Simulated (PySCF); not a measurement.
**Radial density of I (iodine, neutral)**

B2PLYP, [Kr] 4d10 5s2 5p5, 2P determinant. Computed with PySCF 2.14 in x2c-QZVPPall (13s9p7d4f1g, 112 functions), with the spin-free X2C one-electron Hamiltonian (Gaussian nucleus).

```csv
r (bohr),4πr²ρ (e/bohr),4πr²(ρα − ρβ)
0.0289,62.46,0.0093
0.0487,65.47,0.0210
0.0818,89.03,0.0130
0.138,66.13,-0.0006
0.232,74.42,0.0435
0.389,37.09,0.0033
0.655,27.95,0.0976
1.10,13.31,0.0283
1.85,4.590,0.5303
3.12,1.531,0.2471
5.24,0.09500,0.0114
8.82,0.0003254,0.0000
```

Densities and radii are taken from the X2C orbitals without a picture-change correction, which distorts them close to the nucleus.
